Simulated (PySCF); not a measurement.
Species: CH7ClNSi2, net charge -1, singlet state. It need not be the lowest isomer of its formula. Whether it binds its extra electron was not tested at this geometry. SMILES: Cl[Si@H]([N-][SiH3])C
Geometry from a B3LYP-D3(BJ)/def2-TZVP (Ansatz) optimisation:
```
N
Si 1 1.6177
Si 1 1.6462 2 150.19
H 2 1.4947 1 114.61 3 -173.27
H 3 1.5066 1 113.20 2 -166.30
H 3 1.5073 5 103.18 1 126.42
H 3 1.5125 5 102.68 6 106.60
C 2 1.8905 4 106.18 1 131.87
H 8 1.0925 2 110.14 4 170.16
H 8 1.0932 9 108.49 2 122.36
H 8 1.0939 9 108.05 10 117.79
Cl 2 2.1829 4 99.59 1 -123.90
```
Charge -1, spin multiplicity 1.

Dispersion corrections to the total energy (kcal/mol) from the dftd3 and dftd4 libraries through PySCF: D3(BJ) without and D4 with the three-body term, each with the damping fitted for the functional named.

```
functional  D3(BJ)      D4
----------  ------  ------
BLYP        -15.43  -17.46
PW6B95       -4.27       …
r2SCAN       -2.11   -2.10
BP86        -12.33       …
TPSSh        -8.57   -9.99
PBE0         -6.40   -6.99
LC-wPBE          …   -9.10
```

Problem. Fill in the missing entries.

Solution. 
- PW6B95, D4: -6.75
- BP86, D4: -11.28
- LC-wPBE, D3(BJ): -7.25
